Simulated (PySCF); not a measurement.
**Spin states of HgP⁺**

Unrestricted PBE0; PySCF, scalar-relativistic core potentials, basis sets Hg def2-SVP with ECP60, P def2-SVP. Outer shells of the fragments: Hg+ 5d10 6s1; P 3s2 3p3.

Followed along the bond (rough minima from three points):

```tsv
2Ms+1	unpaired	⟨S²⟩ at the start	R at minimum (Å)	Te (eV)
3	π ↑↑	2.02	2.47	0.00
1	π ↑↓	1.01	2.46	0.39
5	σ ↑↑, π ↑↑	6.00	none in the scan	≤ 2.24
```

Solutions found at the starting distance of 2.540 Å, counted from the lowest of them; the search is not exhaustive and high or unbound solutions are not listed, so other states can lie among these:

| 2Ms+1 | unpaired | term | E (eV) | ⟨S²⟩ | ⟨Lz²⟩ | μ (D) |
| --- | --- | --- | --- | --- | --- | --- |
| 3 | π ↑↑ | ³Σ⁻ | 0.00 | 2.02 | 0.00 | 2.14 |
| 1 | π ↑↓ | mixed | 0.39 | 1.01 | 2.02 | 2.15 |
| 1 | none | mixed | 1.64 | 0.00 | 2.00 | 2.15 |
| 3 | σ ↑, π ↑ | ³Π | 1.92 | 2.01 | 1.01 | 5.38 |
| 1 | σ ↓, π ↑ | mixed | 2.11 | 1.01 | 1.01 | 5.25 |
| 5 | σ ↑↑, π ↑↑ | ⁵Σ⁻ | 2.48 | 6.00 | 0.00 | 2.33 |

A term symbol is given only where ⟨S²⟩ and ⟨Lz²⟩ are close to those of a pure state; real π, δ and φ orbitals otherwise mix terms. A positive dipole points towards P; it is taken about the centre of mass and depends on that origin.

Spin–orbit coupling is left out. Counting both spins, an empty level lies below a filled one in some of these solutions, because spin and occupation are held.
